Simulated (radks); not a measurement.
The numbers below are computed, except where a source is named.
Task: All-electron atom: Zr IV in [Kr] 4d1. Code: a radial shooting solver on a logarithmic mesh with Libxc functionals. Model: scalar-relativistic Kohn-Sham, SCAN, spin-polarised, spherical densities, finite nucleus; open shells are filled with parallel spins first (spin-orbit coupling, left out, can overturn this in heavy ions); meta-GGA in the generalised Kohn-Sham scheme; Fermi nuclear charge, rms radius 4.2694 fm. Some entries of the table are withheld. Estimate them.

orbital  occ.  eigenvalue (eV)  <r> (bohr)
1s down     1        -17893.74     0.03707
1s up       1        -17893.74     0.03707
2s up       1        -2515.998      0.1625
2s down     1        -2515.867      0.1625
2p up       3        -2243.686      0.1417
2p down     3        -2243.590      0.1417
3s up       1        -440.7717      0.4572
3s down     1        -440.7181      0.4572
3p up       3        -351.0942      0.4613
3p down     3        -351.0285      0.4613
3d up       5        -204.7825      0.4523
3d down     5        -204.6613      0.4523
4s up       1         -83.5648         (1)
4s down     1         -82.7429         (2)
4p up       3         -60.4944       1.344
4p down     3         -59.5134       1.336
4d up       1         -28.2417       1.822

Result: 
(1) 4s up <r> (bohr): 1.208
(2) 4s down <r> (bohr): 1.204
